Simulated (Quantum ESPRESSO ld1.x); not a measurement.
Values are calculated unless marked as measured or tabulated.
Species: Os61+. Configuration: [Ne] 3s2 3p3. Level of theory: scalar-relativistic Kohn-Sham, relativistic LDA (MacDonald-Vosko exchange, VWN5 correlation), spin-unpolarised, spherical densities, point nucleus (ld1.x of Quantum ESPRESSO 7.5).

Radial electron density D(r) = 4 pi r^2 rho(r):

r (bohr),D(r) (e/bohr)
0.0007445,5.484
0.000939,7.830
0.001184,11.09
0.001493,15.57
0.001883,21.57
0.002394,29.73
0.003019,39.74
0.003808,51.81
0.004802,65.47
0.006056,79.57
0.007698,92.56
0.009709,101.0
0.01224,103.2
0.01544,98.97
0.01947,91.56
0.02475,87.91
0.03122,95.07
0.03937,111.7
0.04965,124.7
0.06312,115.9
0.0796,84.00
0.1004,51.22
0.1266,39.06
0.1597,39.31
0.203,29.87
0.256,13.06
0.3228,2.876
0.4071,0.2774
0.5134,0.009771

D(r) has 3 maxima, at r = 0.0118, 0.0521, 0.152 bohr, and minima at 0.0242, 0.132 bohr, inside which lie 1.96, 10.68 electrons.
